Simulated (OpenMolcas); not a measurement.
**Computed levels of Lu II**

- Program: OpenMolcas
- Method: CASSCF
- Basis: ANO-RCC-VTZP [8s7p5d3f2g1h]
- Scalar Hamiltonian: DKH2, point nucleus
- Active space: 2 electrons in 6 orbitals (5d 6s)
- State averaging: 2S+1 = 3 even, 15 roots; 2S+1 = 1 even, 20 roots
- Spin-orbit coupling: state interaction with AMFI integrals over the reference wave functions, term energies averaged over their components

With spin-orbit coupling, above the lowest level:

```
Configuration  Term  J  E (cm-1)  Measured (cm-1)      g  Term weight %
          6s2    1S  0       0.0              0.0                   100
        5d 6s    3D  1      9174            11796  0.499            100
        5d 6s    3D  2      9943            12435  1.162             97
        5d 6s    3D  3     11586            14199  1.334            100
        5d 6s    1D  2     16243            17333  1.004             97
          5d2    3F  2     26468            29407  0.672             98
          5d2    3F  3     28039            30889  1.084            100
          5d2    3F  4     29853            32504  1.247             99
          5d2    3P  0     34741            35652                   100
          5d2    3P  1     35218            36557  1.501            100
          5d2    3P  2     35597            38575  1.407             81
          5d2    1G  4     37893                   1.004             99
          5d2    1D  2     38849                   1.090             80
```

Against the 10 measured excited levels shown (NIST Handbook of Basic Atomic Spectroscopic Data) the mean absolute deviation is 2200 cm-1; the largest miss in energy is 5d2 3P2: computed 35597, measured 38575 cm-1 (-7.7 %), and the largest in proportion 5d 6s 3D1 (-22.2 %).

Spin-orbit coupling puts the lowest level 5.8 cm-1 below the lowest spin-free term.

Without dynamic correlation excited terms often stand tens of per cent too high (terms of higher spin than the ground term too low), and those without a measured partner can miss by more than the paired ones. A single d shell beside an s shell can misplace configurations of different d count against each other. Measured partners are found by configuration, term and J. A level has none where our copy of the source lacks it or the pairing is in doubt (some pairs that miss far off the trend of their configuration count as doubtful), and it then counts in no deviation. Levels of configurations outside the active space are missing. The first state left out of the spin-orbit step lies near 54000 cm-1 above the lowest spin-free state of the reference (among the parities and spins computed), and the list stops at four fifths of that energy or lower.

The term weight is that of the spin-free term in the level, not the purity of its configuration.
